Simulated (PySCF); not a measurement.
Spectrum to structure. Computed with PySCF, TDDFT wB97X-D/def2-SVPD, vertical, gas phase, core orbitals frozen in the response. Geometries: GFN2-xTB, one conformer each.

| state | E (eV) | f |
| --- | --- | --- |
| S1 | 6.03 | 0.0009 |
| S2 | 6.13 | 0.016 |
| S3 | 6.29 | 0.025 |
| S4 | 6.48 | 0.0049 |
| S5 | 6.80 | 0.032 |
| S6 | 6.88 | 0.092 |
| S7 | 7.10 | 0.301 |
| S8 | 7.22 | 0.0044 |

Question: Which structure fits? All have the formula C5H10NPSi.
A. `N#C[C@@H]([Si@@H](P)C)C=C`
B. `[Si@](P)(C#C)(N)C1CC1`
C. `N#C[C@@H]1CC[Si@H](P)C1`

Answer: B. Its S1, at 6.03 eV, is the lowest among the candidates; the nearest of the others has S1 at 6.64 eV. S1 is HOMO→LUMO+1 (45%), HOMO-3→LUMO+1 (10%). Löwdin shares by element: HOMO phosphorus 53%, carbon 12% or more, silicon 10% (atoms not listed hold the other 25%); LUMO carbon 38% or more, silicon 18%, phosphorus 14% (atoms not listed hold the other 30%). At the same level the other candidates give, for their lowest levels:
- `C=C[C@@H](C#N)[Si@H](C)P`: 6.64 eV (f 0.031); 6.78 eV (f 0.137); 7.03 eV (f 0.024); 7.18 eV (f 0.032); 7.25 eV (f 0.289); T1 4.44 eV; HOMO -9.54, LUMO 1.27 eV
- `N#C[C@@H]1CC[Si@H](P)C1`: 6.68 eV (f 0.007); 7.11 eV (f 0.040); 7.24 eV (f 0.338); 7.50 eV (f 0.012); 7.74 eV (f 0.002); T1 5.88 eV; HOMO -9.62, LUMO 1.53 eV

Conformer computed: `[CH:1]#[C:2][Si@:3]([NH2:4])([PH2:5])[CH:6]1[CH2:7][CH2:8]1`: C2–Si3–C6–C7 -154°, H–N4–Si3–C2 61°, H–N4–Si3–C2 -81°, H–P5–Si3–C2 -17°, H–P5–Si3–C2 -110°.
Triplets come from the Tamm–Dancoff approximation.
